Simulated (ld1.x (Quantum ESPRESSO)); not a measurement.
What one change does to a pseudopotential (Zr (Z = 40), RRKJ)

```json
{
 "Element": "Zr (Z = 40)",
 "Generator": "ld1.x (Quantum ESPRESSO) 7.5",
 "Type": "norm-conserving RRKJ (Kleinman–Bylander form)",
 "Functional": "PBE",
 "Relativity": "scalar-relativistic",
 "Frozen core": "[Kr]",
 "Valence charge": "4",
 "Reference configuration": "4d2 5s0.5 5p0 (charge +1.5)",
 "Partial waves": "5p (bound, empty): rc 2.95 bohr; 4d (bound): rc 2.65 bohr; 5s (bound): rc 3.05 bohr",
 "Local potential": "the s channel",
 "Core correction": "none",
 "rho0": "0.01"
}
```

Change: local potential the d channel.

Cutoffs: the cutoffs (Ry, on a coarse ladder) from which the occupation-weighted sum of valence levels, in a spherical-Bessel basis at the reference potential, stays within 10 and 1 mRy of its value at 400 Ry; they do not see the model core or the augmentation charge, which bear on the density cutoff. Errors are all-electron minus pseudo energies relative to the spin-unpolarised reference configuration.

What does the change do?

The potential gets harder (18 Ry and 25 Ry → 21 Ry and 30 Ry); a bound ghost appears in p, s, which as a rule spoils a file; of the 7 tests that both files solve, the error grows in 5 and shrinks in 1 by more than 15 % and 0.3 meV (median size 46.9 → 49.0 meV); the range in which the s phases agree widens (upper end 1.0 → 2.2); the range in which the p phases agree widens (upper end 1.4 → 2.9). In the separable form a ghost depends on how the local part lies against the semilocal potential of the channel, so the choice of the local part can create or remove one.

```csv
quantity,base,changed
"cutoff, loose",18 Ry,21 Ry
"cutoff, tight",25 Ry,30 Ry
loose cutoff by channel (10 mRy a level),"d 18 Ry, s 6 Ry","s 15 Ry, d 21 Ry"
bound ghosts,none,"s, p"
"error for 4d2 5s2 5p0, meV [ΔE -12.85 eV]",+125,+167
"error for 4d2 5s1 5p0, meV [ΔE -5.71 eV]",+27,+34
"error for 4d2 5s0 5p0, meV [ΔE 7.23 eV]",+47,+49
"error for 4d3 5s1 5p0, meV [ΔE -11.65 eV]",+32,+38
"error for 4d1 5s2 5p0, meV [ΔE -5.18 eV]",+209,+313
"error for 4d1 5s2 5p1, meV [ΔE -9.84 eV]",+252,+334
"error for 4d2 5s0 5p1, meV [ΔE -1.99 eV]",+18,+12
s: phases at 3.29 bohr within 0.05 rad from the reference energy up to (Ry; the scan ends near 5),1.0,2.2
p: phases at 3.29 bohr within 0.05 rad from the reference energy up to (Ry; the scan ends near 5),1.4,2.9
d: phases at 3.29 bohr within 0.05 rad from the reference energy up to (Ry; the scan ends near 5),-0.0,0.4
```

 A true bound ghost makes a file unfit for plane-wave use even where its test errors are small: the radial tests pick states by their node count and pass the ghost by.
